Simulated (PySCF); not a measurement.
Molecule: sum formula SiH2Cl2 (charge -1, doublet). SMILES of the parent species: [SiH2](Cl)Cl
Coordinates optimised at B3LYP-D3(BJ)/def2-TZVP (Ansatz):
```xyz
5

Si    -0.0067    -0.1949     0.0076
Cl     2.3074     0.0667     0.0720
Cl    -2.2975     0.2200    -0.0832
H     -0.0760    -1.0238     1.2447
H      0.0018    -1.1208    -1.1606
```
Charge -1, spin multiplicity 2.

Dispersion corrections to the total energy (kcal/mol) from the dftd3 and dftd4 libraries through PySCF: D3(BJ) without and D4 with the three-body term, each with the damping fitted for the functional named.

| functional | D3(BJ) | D4 |
|---|---|---|
| HSE06 | -1.91 | -2.40 |
| PBE | -2.49 | … |
| B2GP-PLYP | -2.62 | -1.28 |
| revPBE | … | -8.29 |
| PBE0 | -2.28 | -2.55 |
| TPSSh | -3.05 | -3.65 |
| B3LYP | … | -4.93 |

### Question
Complete the blanks.

### Answer

- PBE, D4: -3.01
- revPBE, D3(BJ): -5.98
- B3LYP, D3(BJ): -4.78
